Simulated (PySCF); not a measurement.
## WO2(OH)2: one run

WO2(OH)2 (singlet). PySCF 2.14.0, RKS CAM-B3LYP, W def2-SVP with ECP60, O def2-SVP, H def2-SVP; non-relativistic Hamiltonian with scalar-relativistic core potentials where named; density fitting; no spin-orbit coupling. Purpose: singlet excitations, Tamm-Dancoff CAM-B3LYP.

```python
mol = gto.M(atom='''
W      0.00000     0.00000    -0.18034
O      0.88991     1.06394     0.83092
O     -0.88991    -1.06394     0.83092
O      1.21025    -0.99199    -1.23902
H      1.28890    -1.95342    -1.30123
O     -1.21025     0.99199    -1.23902
H     -1.28890     1.95342    -1.30123''',
    basis={'W': 'def2-SVP', 'O': 'def2-SVP', 'H': 'def2-SVP'},
    ecp={'W': 'def2-SVP'},
    charge=0, spin=0)
mf = dft.RKS(mol, xc='CAMB3LYP')
mf.grids.atom_grid = (50, 194)
mf = mf.density_fit()  # fitting sets: W def2-universal-JKFIT, O def2-universal-JKFIT, H def2-universal-JKFIT
mf.conv_tol = 1e-08; mf.max_cycle = 55
mf.kernel(dm0)  # dm0: converged density of the relaxed state
td = mf.TDA(); td.nstates = 8; td.kernel()
```

Run from Python with OMP_NUM_THREADS=2; the lines above give its settings. Where DIIS fails, smearing, a level shift and second-order steps follow.
It took 46 s on 2 threads of Arm Neoverse V2, with other jobs on the host, from an already converged density.

Where do the frontier levels lie, over both spins?

HOMO -10.22 eV, LUMO -0.43 eV. 

What are the Mulliken charges and spins?


```json
{"atom": "W1", "charge (e)": "1.147", "spin (e)": "0.000"}
{"atom": "O2", "charge (e)": "-0.367", "spin (e)": "0.000"}
{"atom": "O3", "charge (e)": "-0.367", "spin (e)": "0.000"}
{"atom": "O4", "charge (e)": "-0.447", "spin (e)": "0.000"}
{"atom": "H5", "charge (e)": "0.241", "spin (e)": "0.000"}
{"atom": "O6", "charge (e)": "-0.447", "spin (e)": "0.000"}
{"atom": "H7", "charge (e)": "0.241", "spin (e)": "0.000"}
```

Which singlet excitations follow (Tamm-Dancoff, 8 states)?


```csv
state,eV,oscillator strength
1,5.32,0.0016
2,5.79,0.0040
3,6.24,0.0003
4,6.29,0.0078
5,6.61,0.0000
6,6.66,0.0000
7,6.78,0.0104
8,6.94,0.0011
```

The geometry was relaxed with r2SCAN (W def2-SVP with ECP60, O def2-SVP, H def2-SVP).
